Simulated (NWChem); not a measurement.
System: C$_{3}$H$_{3}$BO$_{3}$; SMILES O=C1C=CB(O)O1

NWChem input:

```
start job
memory heap 200 mb stack 900 mb global 1100 mb
geometry units angstroms noautoz
  O     -0.703828     2.248328     0.000000
  C     -0.203670     1.157224     0.000000
  C      1.247729     0.788130     0.000000
  C      1.392405    -0.547229     0.000000
  B     -0.075052    -1.097330     0.000000
  O     -0.493429    -2.379730     0.000000
  O     -0.958482    -0.014082     0.000000
  H      2.004480     1.565647     0.000000
  H      2.344668    -1.066234     0.000000
  H     -1.461731    -2.445185     0.000000
end
basis spherical
  * library def2-tzvp
end
dft
  xc b3lyp
  iterations 150
  semidirect filesize 400000000
  mulliken
end
task dft energy
```

Geometry: optimised at B3LYP/6-31G* (spherical d). B3LYP is NWChem's, with the RPA form of VWN correlation.

Question: Predict the main results of this run. (B3LYP/def2-TZVP.) Quantities: energy (Ha); highest occupied level (eV); orbital gap (eV); dipole (D).

Answer: The energy (Ha) is -366.90 and the highest occupied level (eV) comes out as -8.18. The orbital gap (eV) is 5.55. The dipole (D) is 2.76.
